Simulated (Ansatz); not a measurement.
`[BH2][SnH2][CH3]`, relaxed with RKS PBE-D4/def2-SVP in Ansatz from a rough embedded geometry. The force threshold is 0.03 eV/Å; the program also tests the step.

Charge 0, multiplicity 1. Sn: def2 effective core potential.

Start:

```xyz
10

B    -1.511    0.912    0.883
Sn    0.545    0.527    0.300
C     0.543   -1.197   -0.949
H    -2.350    0.254    0.541
H    -1.779    1.856    1.641
H     1.556    0.245    1.718
H     1.187    1.914   -0.597
H     0.214   -2.048   -0.417
H    -0.032   -1.040   -1.835
H     1.628   -1.423   -1.286
```

**Question.** How much energy does the relaxation release, and in how many steps? (Estimate.)

**Answer.** The calculation gave: 34.26 kJ/mol, in 4 steps.

**Question.** Which bonds change most? (Estimate.)

**Answer.** The calculation gave: B1–H4 from 1.120 to 1.217 Å; B1–Sn2 from 2.171 to 2.259 Å; C3–H10 from 1.159 to 1.107 Å; C3–H8 from 1.056 to 1.107 Å.

**Question.** Give the relaxed structure. (Best estimate.)

**Answer.** The calculation gave: 
```xyz
10

B    -1.579    0.993    0.963
Sn    0.522    0.505    0.293
C     0.645   -1.246   -0.990
H    -2.532    0.352    0.561
H    -1.795    1.915    1.727
H     1.571    0.268    1.660
H     1.184    1.863   -0.572
H     0.279   -2.138   -0.446
H     0.014   -1.091   -1.887
H     1.690   -1.422   -1.309
```
